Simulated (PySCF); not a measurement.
HO3W, SMILES [W+](=[O])(=[O])[OH], charge +1, multiplicity 1. Coordinates come from a PBE-D3(BJ)/def2-SVP optimisation. The spin state was assumed, not searched. The isomer is the one that the SMILES or the coordinates give; other isomers of the formula were not compared. The def2 effective core potentials stand for the cores of W; spin–orbit coupling is left out. One conformer was computed; it need not be the lowest.

Computed with PBE-D3(BJ)/def2-SVP (PySCF 2.14.0).

Harmonic wavenumbers (cm⁻¹): 202, 267, 289, 385, 600, 813, 992, 1033, 3649. Rotational constants (GHz): 6.528, 5.539, 4.008; symmetry number 1.

Q: Work out the zero-point energy and the ideal-gas rigid-rotor harmonic-oscillator thermochemistry at 298.15 K and 1 atm.

A: ZPE = ½ Σ hcν = ½ × 8231 cm⁻¹ = 11.77 kcal/mol. H − E(el) = 15.44 kcal/mol. Entropy in cal/(mol K): translation 42.24, rotation 25.21, vibration 7.05, total 74.49. G − E(el) = -6.77 kcal/mol. Cp = 17.10 cal/(mol K).
